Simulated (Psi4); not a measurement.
C3H5, doublet (typed; the unrestricted solution is spin-contaminated), geometry from GFN2-xTB. Base run: HF/3-21G (Psi4).

The Psi4 input:
```
memory 2 GB

molecule mol {
0 2
  C     1.219304   -0.012559   -0.151920
  C    -0.050356    0.420887    0.136223
  H     1.396419   -1.020277   -0.484940
  H     2.071795    0.634233   -0.055479
  H    -0.172892    1.445064    0.467704
  C    -1.174911   -0.358483    0.031830
  H    -2.150568    0.024173    0.268577
  H    -1.108971   -1.382263   -0.292658
}

set basis 3-21g
set reference uhf
set stability_analysis check
set scf_type pk

energy('scf')
print_variables()
```

The bond that is stretched is that between atoms 3 and 1. A test that says stable can miss a lower solution.

Variants of this job, named by their change:

```json
[
 {"change": "base", "ΔE vs base (mEh)": "0.000", "<S^2>": "0.958"},
 {"change": "stability_analysis = follow; reference = uhf", "ΔE vs base (mEh)": "0.000", "<S^2>": "0.958"},
 {"change": "bond × 1.25", "ΔE vs base (mEh)": "31.513", "<S^2>": "0.971"},
 {"change": "stability_analysis = follow; reference = uhf; bond × 1.25", "ΔE vs base (mEh)": "31.513", "<S^2>": "0.971"},
 {"change": "bond × 1.5", "ΔE vs base (mEh)": "82.056", "<S^2>": "1.120"},
 {"change": "stability_analysis = follow; reference = uhf; bond × 1.5", "ΔE vs base (mEh)": "82.056", "<S^2>": "1.120"},
 {"change": "bond × 1.8", "ΔE vs base (mEh)": "151.8", "<S^2>": "0.981"},
 {"change": "stability_analysis = follow; reference = uhf; bond × 1.8", "ΔE vs base (mEh)": "119.1", "<S^2>": "1.612"},
 {"change": "bond × 2.2", "ΔE vs base (mEh)": "222.5", "<S^2>": "0.964"},
 {"change": "stability_analysis = follow; reference = uhf; bond × 2.2", "ΔE vs base (mEh)": "165.8", "<S^2>": "1.779"},
 {"change": "bond × 3.0", "ΔE vs base (mEh)": "318.6", "<S^2>": "0.963"},
 {"change": "stability_analysis = follow; reference = uhf; bond × 3.0", "ΔE vs base (mEh)": "172.2", "<S^2>": "1.898"}
]
```

Psi4 reported an instability in these rows: bond × 1.8; stability_analysis = follow; reference = uhf; bond × 1.8; bond × 2.2; stability_analysis = follow; reference = uhf; bond × 2.2; bond × 3.0; stability_analysis = follow; reference = uhf; bond × 3.0 (restricted rows aren't judged here).

On stretching, the SCF can end on different states; <S^2> shows the spin contamination of each.
